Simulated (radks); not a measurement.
The numbers below are computed, except where a source is named.
Species: Rb+. Configuration: [Ar] 3d10 4s2 4p5 5p1 (not the ground configuration). Level of theory: Dirac Kohn-Sham, BLYP, spin-unpolarised, spherical densities, finite nucleus; open shells fill j = l - 1/2 first; Fermi nuclear charge, rms radius 4.2036 fm (a radial shooting solver on a logarithmic mesh with Libxc functionals).

Radial electron density D(r) = 4 pi r^2 rho(r):

```
   r/bohr * D(r) (the largest magnitude, 55.1, reaches the edge; | marks zero)
 0.006017 |           *
 0.008089 |                 *
  0.01088 |                        *
  0.01462 |                                 *
  0.01982 |                                         *
  0.02664 |                                             *
  0.03582 |                                            *
  0.04816 |                                       *
  0.06475 |                                      *
  0.08705 |                                             *
    0.118 |                                                      *
   0.1586 |                                                 *
   0.2133 |                                   *
   0.2867 |                               *
   0.3855 |                                      *
   0.5183 |                                 *
   0.7024 |                *
   0.9444 |       *
     1.27 |     *
    1.707 |   *
    2.295 | *
    3.111 *
    4.182 *
    5.623 *
    7.559 *
    10.16 *
    13.66 *
```

D(r) has 3 maxima, at r = 0.0284, 0.126, 0.414 bohr, and minima at 0.0584, 0.263 bohr, inside which lie 2.08, 11.03 electrons.
